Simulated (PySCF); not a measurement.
Saddle point of GaH₃SO, closed shell (GaH₃SO ([OH][GaH][SH]) → GaHS ([S][GaH]) + H₂O (still joined by a long Ga–O bond); bonds formed: O2–H4; bonds broken: S3–H4; bonds weakened to dative contacts: Ga1–O2), PBE0-D4/def2-TZVP structure:

```csv
atom,x (Å),y (Å),z (Å)
Ga1,-0.9080,0.1821,-0.2749
O2,0.7899,0.2518,0.6769
S3,-0.3725,-1.8173,-0.6817
H4,0.7383,-0.9025,0.1611
H5,-1.7693,1.4582,-0.3137
H6,1.5217,0.8278,0.4323
```

Energies are electronic, without zero-point energy. Barriers and step energies count from the start structure reached by relaxing down the imaginary mode; all methods use the PBE0-D4 structures, on which another method's saddle can fall below an end. Computed with PySCF 2.14 with density fitting (its default auxiliary sets; JK sets also for MP2 and CCSD(T)) (basis: def2-TZVPP, with def2-QZVPP for the basis limit); correlated methods freeze the cores. Filled d shells of the heavier atoms are correlated. The def2 sets are not built for correlating such inner shells, so the correlated values are less sure here. B3LYP uses VWN-RPA correlation. Extrapolation: Hartree–Fock as exp(−7.88 √X), correlation as X^−2.97.

```tsv
method	barrier (kcal/mol)	step energy (kcal/mol)
SPW92	18.61	15.29
PBE-D4	23.26	15.92
BLYP-D4	26.19	16.36
r2SCAN-D4	26.26	18.03
PBE0-D4	?	17.59
B3LYP-D4	?	17.71
BHLYP-D4	33.34	19.70
CAM-B3LYP-D4	30.57	19.82
wB97M-V	29.68	18.42
HF	42.27	22.34
MP2	?	18.92
CCSD	33.32	20.42
CCSD(T)	30.74	19.26
```

Fill in the withheld barriers. (An estimate is asked for; the value comes from the calculation.)

By the calculation: PBE0-D4 26.94; MP2 28.91; B3LYP-D4 28.87 kcal/mol. Each is the energy of the saddle less that of the start structure, by the same method.

For comparison, the barrier by CCSD(T) at an estimated basis limit (MP2 extrapolated from triple and quadruple zeta, plus CCSD(T) − MP2 in triple zeta) is 29.76 kcal/mol.

T1 diagnostic: at most 0.017.

Labels in which every atom is bracketed show which atoms are joined, not bond orders.

For scale, one of the runs: CCSD(T)/def2-TZVPP, 163 basis functions, launched by `OMP_NUM_THREADS=4 python run.py`. The run took 3.4 min on 4 CPU threads of an Arm Neoverse V1 (shared host), with 1.5 GiB of host memory at its peak.
